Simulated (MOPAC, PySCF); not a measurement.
H2AlCl, SMILES `[AlH2][Cl]`, neutral singlet in the gas phase. 

Cartesian coordinates (Å):
SMILES: [AlH2][Cl]
```xyz
4

Al    -0.1603     0.0085    -0.0009
Cl     1.9334    -0.1025     0.0115
H     -0.8126     1.4424    -0.0055
H     -0.9605    -1.3484    -0.0051
```
Charge 0, spin multiplicity 1.

All levels are single points at this geometry (PBE0-D3(BJ)/def2-TZVP); Pople sets use spherical d functions. Orbital energies aren't observables, and empty levels follow the basis.

PM6 in MOPAC gives dipole (D) = 2.30.

Problem. Estimate the dipole (D) from each of these levels: ωB97X-D3(BJ)/def2-TZVP in PySCF; B3LYP/3-21G in PySCF; B3LYP/LANL2DZ in PySCF; M06-2X/6-31G* in PySCF; PBE/6-31G* in PySCF.

Solution. 
```tsv
level	dipole (D)
ωB97X-D3(BJ)/def2-TZVP in PySCF	1.27
B3LYP/3-21G in PySCF	2.15
B3LYP/LANL2DZ in PySCF	2.22
M06-2X/6-31G* in PySCF	1.67
PBE/6-31G* in PySCF	1.42
```
